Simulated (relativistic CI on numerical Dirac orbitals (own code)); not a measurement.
**Sensitivity of the levels of Tl LVII to α and to the nuclear radius**

These numbers are calculated, not measured: Dirac-Coulomb-Breit CI, orbitals from a KLI potential per configuration, derivatives by finite differences, unscaled Slater integrals, QED left out (own radial code, finite nucleus).

CI space (outside the closed core [Ne]): 3s2.3p6.3d7, 3s2.3p5.3d8, 3s2.3p4.3d9, 3s.3p6.3d8, 3p6.3d9, 3s.3p5.3d9, 3s2.3p6.3d6.4s, 3s2.3p6.3d6.4p. Levels of other configurations are missing.

With x = (α/α₀)² − 1 an excitation energy changes as ω = ω₀ + qx; K = 2q/ω₀ is the relative enhancement. Terms are leading LS components, so labels can repeat. The field-shift factor is F = δν/δ⟨r²⟩ for the transition from the lowest level.

Lowest level 3s2.3p6.3d7 4F_9/2.

| Level | ω₀ (cm⁻¹) | q (cm⁻¹) | F (GHz/fm²) |
| --- | --- | --- | --- |
| 3s2.3p6.3d7 2P_3/2 | 117485 | 13270 | -0.422 |
| 3s2.3p6.3d7 2D_5/2 | 186204 | 27650 | 1.64 |
| 3s2.3p6.3d7 4F_7/2 | 826381 | 879300 | 32.5 |
| 3s2.3p6.3d7 4F_9/2 | 885587 | 862300 | 32.5 |
| 3s2.3p6.3d7 4P_3/2 | 918787 | 888500 | 33 |
| 3s2.3p6.3d7 4P_5/2 | 940695 | 891300 | 33.3 |
| 3s2.3p6.3d7 2P_1/2 | 949115 | 882500 | 31.8 |
| 3s2.3p6.3d7 2H_11/2 | 962100 | 857100 | 33.4 |
| 3s2.3p6.3d7 2F_7/2 | 1030385 | 881800 | 33.5 |
| 3s2.3p6.3d7 2F_5/2 | 1068736 | 870300 | 33.4 |
| 3s2.3p6.3d7 2D_3/2 | 1238699 | 891600 | 35.5 |
| 3s2.3p6.3d7 4F_5/2 | 1716418 | 1.749e+06 | 64.7 |
| 3s2.3p6.3d7 4P_3/2 | 1756392 | 1.759e+06 | 64.4 |

At this charge energies of transitions that change n are usually good to better than 1 %, and those within a shell (Δn = 0) to a few per cent.

Task: Which transition from the lowest level has the largest |K|?

Result: 3s2.3p6.3d7 4F_7/2 at 826381 cm⁻¹, K = 2.13.
